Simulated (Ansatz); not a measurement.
Reaction (ligand exchange at the Sc–F bond): `[F][Sc]([Cl])[O][SiH3]` + HCl → `[SiH3][O][Sc]([Cl])[Cl]` + H–F

Program: Ansatz. Geometries: PBE0-D4/def2-TZVP. ΔE: electronic, gas phase. CCSD(T)/CBS is the MP2 limit (def2-TZVPP, def2-QZVPP) plus CCSD(T) − MP2 in def2-TZVPP, frozen cores. This one scheme is used for every species. Functionals use def2-TZVPP. B3LYP here is the variant with VWN-RPA as its local correlation; programs differ in this. HSE06 is defined as in plane-wave codes. For Sc outer-core shells are correlated without core-valence functions, which leaves a few kJ/mol of doubt a bond. Scalar relativity is left out up to krypton. Each species was taken in one conformer, which may not be the lowest.

```
          level  ΔE (kJ/mol)  difference from CCSD(T)/CBS
         B97M-V         12.8                         10.1
        PBE0-D4          7.2                          4.5
       B3LYP-D4         12.5                          9.8
       HSE06-D4          6.6                          3.9
        ωB97X-V         16.4                         13.7
        ωB97M-V         12.9                         10.2
         B2PLYP         12.8                         10.1
            PBE         17.1                         14.4
CCSD/def2-TZVPP          8.1                          5.4
 MP2/def2-QZVPP          1.4                         -1.3
    CCSD(T)/CBS          2.7                            0
```

Largest T1 diagnostic among the species: 0.015.

The D4 term adds −4.1 kJ/mol with B3LYP and −2.4 kJ/mol with PBE0; it sums over pairs of atoms, weighted by their polarisabilities, and B3LYP, whose exchange is more repulsive, gets the larger term. Leaving LDA and LC-ωPBE aside and taking each functional with its dispersion term where it has one, the values, not all of them listed here, spread over 13.5 kJ/mol, from PBE-QIDH to BLYP-D4.
